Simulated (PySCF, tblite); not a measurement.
C6H15OP.
Atom-mapped SMILES: `[CH3:1][CH2:2][C:3]([CH3:4])([CH3:5])[P@@H:6]([CH3:7])=[O:8]` (hydrogens: H9, H10, H11 on C1; H12, H13 on C2; H14, H15, H16 on C4; H17, H18, H19 on C5; H20 on P6; H21, H22, H23 on C7)

Structure used (GFN2-xTB), in Å, numbered top down from 1:
```
atom  x, y, z in Å
C1     2.2138    0.6597   -0.9207
C2     1.6632   -0.1961    0.2113
C3     0.1522   -0.4405    0.1336
C4    -0.2964   -1.1757    1.3957
C5    -0.2486   -1.2084   -1.1184
P6    -0.6695    1.2236    0.1757
C7    -2.4745    0.9735    0.3269
O8    -0.1414    2.1471    1.1822
H9     3.2860    0.7942   -0.7937
H10    2.0439    0.2004   -1.8918
H11    1.7464    1.6437   -0.9034
H12    2.1792   -1.1606    0.2286
H13    1.8690    0.3118    1.1570
H14   -1.3386   -1.4814    1.3237
H15    0.3082   -2.0675    1.5563
H16   -0.1831   -0.5237    2.2622
H17   -0.1040   -0.6034   -2.0108
H18   -1.2956   -1.5007   -1.0726
H19    0.3512   -2.1122   -1.2125
H20   -0.5677    1.6842   -1.1406
H21   -2.6945    0.6256    1.3350
H22   -2.8690    0.2812   -0.4096
H23   -2.9349    1.9523    0.1957
```

The calculation used PBE0/pcSseg-1 in PySCF (dipole) on a GFN2-xTB geometry, gas phase.

Masses are those of the commonest isotopes; rigid-rotor values at the optimised geometry. The values belong to one conformer with, in the numbering `[CH3:1][CH2:2][C:3]([CH3:4])([CH3:5])[P@@H:6]([CH3:7])=[O:8]`, C1–C2–C3–C4 -174°, C2–C3–P6–C7 -172°.

(1) Give the principal moments of inertia and the rotational constants in cm⁻¹.

(2) Classify the top.

(3) Is it planar, by Δ = Ic − Ia − Ib?

(4) Give the other two planar moments, Paa and Pbb, and the rms extents of the mass along the axes.

(5) Which types of transition are allowed, and where do some lines up to J = 3 fall?

Answers

(1) Ia = 241.06, Ib = 349.09, Ic = 428.92 u·Å²; 505379 MHz·u·Å²/I gives 2096, 1448 and 1178 MHz, that is A = 0.06993, B = 0.04829, C = 0.03930 cm⁻¹.

(2) An asymmetric top. Ray's parameter κ = (2B − A − C)/(A − C) = -0.413; −1 is the prolate and +1 the oblate limit.

(3) Not planar: Δ = Ic − Ia − Ib = -161.22 u·Å². For a rigid frame Δ = −2 Σ m c², so Σ m c² = 80.61 u·Å² lies off the ab plane: 25.51 from hydrogen and 55.11 from heavier atoms. The atom farthest from that plane is 2.13 Å away.

(4) Paa = Σ m a² = (Ib + Ic − Ia)/2 = 268.48 and Pbb = Σ m b² = (Ia + Ic − Ib)/2 = 160.45 u·Å². With the mass M = 134.09 u, the rms extents √(P/M) along a, b and c are 1.42, 1.09, 0.78 Å.

(5) The dipole components are |μa| = 0.82 D, |μb| = 3.26 D, |μc| = 1.84 D. The squared components, which scale the intensities, stand as 0.06 : 1.00 : 0.32 (a : b : c). Some lines, for components of 0.1 D or more:

```tsv
type	branch	J(Ka,Kc)	MHz	lower level (cm⁻¹)
a	Q	3(2,1) ← 3(2,2)	316	0.630
b	Q	1(1,0) ← 1(0,1)	918	0.088
b	Q	3(2,1) ← 3(1,2)	1907	0.577
c	Q	2(2,1) ← 2(1,1)	1946	0.302
a	R	1(0,1) ← 0(0,0)	2626	0.000
c	R	1(1,0) ← 0(0,0)	3544	0.000
a	R	2(0,2) ← 1(0,1)	5184	0.088
b	R	3(0,3) ← 2(1,2)	7183	0.275
c	R	2(2,0) ← 1(1,0)	7536	0.118
b	R	3(2,2) ← 2(1,1)	9824	0.302
b	R	3(3,1) ← 2(2,0)	11766	0.370
```

Its GFN2-xTB frequencies are all real (lowest 70 cm⁻¹). These are rigid-rotor constants of the computed structure; measured ground-state constants (B0) also hold zero-point vibration. A rigid rotor knows nothing of internal rotation, which can split or shift real lines.

Time: 39 s of wall time; peak memory 1.0 GiB. Hardware: one thread of an Arm Neoverse V2, no GPU, shared host with 32 logical CPUs at a one-minute load of 8.0. This is the PBE0/pcSseg-1 job that gave the dipole, with the shieldings it also computed.
